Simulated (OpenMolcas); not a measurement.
A run on Cu3+ among 6 point charges of -2.2 e arranged as a trigonal prism (D3h), 1.75 Å from the ion, with a polar angle of 51.1° against the regular 49.1°.

```
Program             : OpenMolcas
Method              : SS-CASPT2, IPEA 0.25 Eh, imaginary shift 0.1 Eh (closed shells correlated: 3s 3p)
Basis               : ANO-RCC-VDZP [5s4p2d1f]
Scalar Hamiltonian  : DKH2, point nucleus
Active space        : 8 electrons in 5 orbitals (3d)
State averaging     : 2S+1 = 3 even, 10 roots; 2S+1 = 1 even, 15 roots
Spin-orbit coupling : state interaction with AMFI integrals over the reference wave functions
```

First CASPT2 step and the start of its output:

```
&CASPT2
Multistate=10 1 2 3 4 5 6 7 8 9 10
NoMult
Frozen=5
IPEA=0.25
Imaginary=0.1
MaxIter=60
WThr=0.0 0.3 0.05
PrWF=0.5
NoMix
```

```
--- CASPT2 ---
Orbital specifications:
      -----------------------

      Symmetry species                           1
                                                 a
      Frozen orbitals                            5
      Inactive orbitals                          4
      Active orbitals                            5
      Secondary orbitals                        20
      Deleted orbitals                           0
      Number of basis functions                 34
Type of calculation                        SS-CASPT2
      Fock operator                              state-specific
      IPEA shift                                 0.25
      Real shift                                 0.00
      Imaginary shift                            0.10
      The input orbitals will be transformed to quasi-canonical
Reference energy:       -1662.9239531273
      E2 (Non-variational):      -0.4729241263
      Shift correction:          -0.0011825767
      E2 (Variational):          -0.4741067030
      Total energy:           -1663.3980598303
      Residual norm:              0.0000005474
      Reference weight:           0.90058
      Contributions to the CASPT2 correlation energy
      Active & Virtual Only:         -0.2481958720
      One Inactive Excited:          -0.1734754828
      Two Inactive Excited:          -0.0512527715
Reference energy:       -1662.9151880664
      E2 (Non-variational):      -0.4738679940
      Shift correction:          -0.0014215542
      E2 (Variational):          -0.4752895482
      Total energy:           -1663.3904776146
      Residual norm:              0.0000004550
      Reference weight:           0.89360
      Contributions to the CASPT2 correlation energy
      Active & Virtual Only:         -0.2491716596
...
```

Over all roots the printed reference weights run from 0.14 to 0.94, and roots that are degenerate in the reference spread by up to 440 cm-1.

Task: Did the run give usable levels, and if not, why?

Result: No. The equations converged, but the reference weight falls to 0.14 for at least one root against 0.94 for the best. A drop of that size marks an intruder state, so the energies of such roots and the levels built on them can't be trusted.
